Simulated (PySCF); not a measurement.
CH₄Cl₂OSi, SMILES CO[SiH](Cl)Cl. Atoms are numbered in the order given.

```xyz
9

Si     0.1495    -0.0722     0.4978
Cl     0.2193     1.7852    -0.3885
Cl     1.6463    -1.2489    -0.2409
O     -1.2630    -0.8031     0.1161
C     -2.5533    -0.2457     0.0978
H      0.3464     0.1048     1.9530
H     -3.2166    -0.9272    -0.4534
H     -2.9521    -0.1235     1.1194
H     -2.5628     0.7366    -0.4038
```

Geometry: PBE0-D3(BJ)/def2-SVP. The values are those of a single conformer.

Method: TDA-PBE0/def2-SVPD (PySCF).

Vertical excitations. Gas-phase values at a fixed geometry.

```
state  energy (eV)  λ (nm)      f                                                                 main pairs
-----  -----------  ------  -----  -------------------------------------------------------------------------
S1            7.80     159  0.029                                           HOMO→LUMO 69 %, HOMO→LUMO+1 24 %
S2            8.00     155  0.014                         HOMO→LUMO+1 59 %, HOMO→LUMO 17 %, HOMO→LUMO+2 13 %
S3            8.06     154  0.006                                         HOMO−1→LUMO 50 %, HOMO→LUMO+2 30 %
S4            8.11     153  0.022                        HOMO−1→LUMO 41 %, HOMO→LUMO+2 31 %, HOMO→LUMO+1 6 %
S5            8.22     151  0.031                                                           HOMO−2→LUMO 65 %
S6            8.27     150  0.015                                                           HOMO−3→LUMO 78 %
S7            8.42     147  0.031                                                         HOMO−1→LUMO+1 65 %
S8            8.49     146  0.046                                     HOMO−2→LUMO+1 51 %, HOMO−1→LUMO+2 23 %
S9            8.57     145  0.010  HOMO−1→LUMO+2 36 %, HOMO−4→LUMO 16 %, HOMO−2→LUMO+1 16 %, HOMO→LUMO+3 6 %
S10           8.58     145  0.053                                                           HOMO→LUMO+3 66 %
T1            7.42     167      0                                           HOMO→LUMO 65 %, HOMO−1→LUMO 12 %
T2            7.57     164      0                                         HOMO−2→LUMO 54 %, HOMO−1→LUMO 31 %
T3            7.59     163      0                       HOMO→LUMO+2 40 %, HOMO→LUMO+3 29 %, HOMO→LUMO+1 20 %
T4            7.68     161      0                                         HOMO→LUMO+1 44 %, HOMO→LUMO+2 28 %
```
Triplets are in the Tamm–Dancoff approximation.
